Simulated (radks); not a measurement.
The numbers below are computed, except where a source is named.
Valence configurations of La+ (all share [Xe]). Level of theory: scalar-relativistic Kohn-Sham, LDA (Slater exchange, Perdew-Wang correlation), spin-polarised, spherical densities, finite nucleus; open shells are filled with parallel spins first (spin-orbit coupling, left out, can overturn this in heavy ions); Fermi nuclear charge, rms radius 4.855 fm (a radial shooting solver on a logarithmic mesh with Libxc functionals). Energies are relative to 5d2; eigenvalues in eV for spin up.

valence      E (eV)  moment (Bohr magnetons)   e(4f)    e(5d)   e(6p)   e(6s)
4f0.5 6s1.5  -0.215                        1  -8.946        -       -  -8.885
5d1 6s1      -0.120                        2       -   -9.019       -  -8.959
5d2           0.000                        2       -   -7.734       -       -
4f0.5 5d1.5   0.045                        2  -6.116   -7.123       -       -
4f1 6s1       0.161                        2  -5.773        -       -  -8.326
4f1 5d1       0.904                        2  -4.155   -6.576       -       -
5d1.5 6p0.5   1.412                        2       -   -8.772  -5.779       -
5d1 6p1       3.013                        2       -   -9.784  -6.369       -
4f2           4.129                        2  -2.517        -       -       -
5d0.5 6p1.5   4.835                        2       -  -10.783  -6.907       -

NIST lists [Xe] 5d2 as the ground configuration; this level of theory puts 4f0.5 6s1.5 lower, by 0.215 eV. The energies are those of spherical high-spin densities, not of single terms.
